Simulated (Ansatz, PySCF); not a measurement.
B(F)(OH)(OSiH3) (BFH4O2Si), SMILES OB(F)O[SiH3]. Atoms are numbered in the order given.

```xyz
9

B      0.0478     0.8641     0.5100
F      0.3805     2.1571     0.5956
O     -0.3387     0.1867     1.6236
H     -0.3388     0.7298     2.4213
O      0.1034     0.2524    -0.6928
Si    -0.2373    -1.3264    -1.1539
H     -1.6588    -1.6537    -0.8564
H      0.6615    -2.2753    -0.4414
H      0.0045    -1.4009    -2.6172
```
Charge 0, spin multiplicity 1.

The structure is a stationary point at B3LYP-D3(BJ)/def2-SVP. The structure was generated by enumeration, and PubChem lists no compound with its InChIKey, so it may never have been made. Other conformers were not sampled.

Two levels are set side by side: PBE-D3(BJ)/def2-SVP (Ansatz, an electronic-structure program) and B3LYP-D3(BJ)/def2-SVP (Ansatz). Each level has its own optimised geometry; the coordinates shown are those of the second. Frequencies come from the Hessian of PySCF at each geometry. Differences are taken from unrounded values.

| quantity | B3LYP-D3(BJ) |
|---|---|
| mean bond length (Å) | 1.394 |
| bond B1–F2 (Å) | 1.338 |
| bond B1–O3 (Å) | 1.360 |
| bond B1–O5 (Å) | 1.351 |
| bond O5–Si6 (Å) | 1.680 |
| bond O3–H4 (Å) | 0.965 |
| bond Si6–H7 (Å) | 1.489 |
| bond Si6–H8 (Å) | 1.489 |
| bond Si6–H9 (Å) | 1.485 |
| highest harmonic wavenumber (cm⁻¹) | 3864 |
| mean harmonic wavenumber (cm⁻¹) | 1096 |
| zero-point energy (kcal/mol) | 32.91 |

**Question.** What does PBE-D3(BJ) give, and how far is it from B3LYP-D3(BJ)? (The exact figures need the calculation; the answer reports its results.)

**Answer.** 
```tsv
quantity	PBE-D3(BJ)	PBE-D3(BJ) minus B3LYP-D3(BJ)
mean bond length (Å)	1.406	0.011
bond B1–F2 (Å)	1.346	0.009
bond B1–O3 (Å)	1.369	0.009
bond B1–O5 (Å)	1.361	0.010
bond O5–Si6 (Å)	1.694	0.014
bond O3–H4 (Å)	0.973	0.008
bond Si6–H7 (Å)	1.502	0.013
bond Si6–H8 (Å)	1.502	0.013
bond Si6–H9 (Å)	1.498	0.013
highest harmonic wavenumber (cm⁻¹)	3758	-107
mean harmonic wavenumber (cm⁻¹)	1063	-34
zero-point energy (kcal/mol)	31.90	-1.01
```

GGA bonds tend to be longer and softer than those of functionals with exact exchange. Differences between two approximate levels are no errors against the true value.
